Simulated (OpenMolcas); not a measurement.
Lines of Se2+: computed and rescaled rates

| Item | Value |
| --- | --- |
| Program | OpenMolcas 26.06 |
| Method | MS-CASPT2, IPEA 0.25 Eh, imaginary shift 0.1 Eh (closed shells correlated: 3d) |
| Basis | ANO-R3 [7s6p5d4f2g] |
| Scalar Hamiltonian | X2C, finite nucleus |
| Active space | 4 electrons in 4 orbitals (4s 4p) |
| State averaging | 2S+1 = 3 even, 6 roots; 2S+1 = 1 even, 11 roots; 2S+1 = 5 odd, 1 root; 2S+1 = 3 odd, 9 roots; 2S+1 = 1 odd, 8 roots |
| Spin-orbit coupling | RASSI with atomic mean-field integrals over the reference wave functions, term energies averaged over their components |

Rates come from the transition moments of the reference wave functions (E1 and E2 in the length form). At fixed line strength A goes as λ^-3 for E1 and M1 and as λ^-5 for E2, so a rate at the computed wavelength can be rescaled to the measured one. Measured vacuum wavelengths follow from level energies in Moore, Atomic Energy Levels, vol. II, NSRDS-NBS 35 (1971 reprint of NBS Circular 467, 1952). Branching counts decays inside the model space alone, at computed energies, and the table is only a selection of the M1 lines, drawn from those between levels with measured partners whose computed energy lies within a factor of 1.5 of the measured one.

| Upper | Lower | Type | λ computed (nm) | λ measured (nm) | A computed (s-1) | A rescaled (s-1) | Branching % |
| --- | --- | --- | --- | --- | --- | --- | --- |
| 4s² 4p² ¹D₂ | 4s² 4p² ³P₂ | M1 | 1139 | 1100 | 9.45e-01 |  | 60.8 |
| 4s² 4p² ¹D₂ | 4s² 4p² ³P₁ | M1 | 928.6 | 885.7 | 6.03e-01 |  | 38.8 |
| 4s² 4p² ³P₂ | 4s² 4p² ³P₁ | M1 | 5026 | 4554 | 1.03e-01 | 1.38e-01 | 99.9 |
| 4s² 4p² ³P₁ | 4s² 4p² ³P₀ | M1 | 6453 | 5744 | 6.63e-02 | 9.40e-02 | 100.0 |

Spin-changing lines and M1 lines between different terms are not rescaled, since their strength hangs on the term gaps too.

The largest correction is for 4s² 4p² ³P₁ → 4s² 4p² ³P₀ (M1): 6.63e-02 × (6453 / 5744)^3 = 9.40e-02 s-1, a factor of 1.42.

No measured rate stands beside these. Rescaling mends the energy factor alone: line strengths can still be far off where a level mixes with configurations outside the active space, and weak or spin-changing lines hang on small mixing coefficients that depend on the term gaps too, so rescaling need not improve them.

CASPT2 does not keep the components of a term degenerate, so their means are used; among the terms shown or strongly mixed into the levels shown the widest spread is 61 cm-1 (4s² 4p² ¹D). Over all roots computed the reference weight is 0.85 to 0.96; the roots of lowest weight are the least certain, and an intruder state may touch them. Computed and measured levels are paired by configuration, term and J; levels that our copy of the source lacks, or whose pairing is in doubt (as where it misses far off the trend of its configuration), stay unpaired. Only configurations of the active space appear.
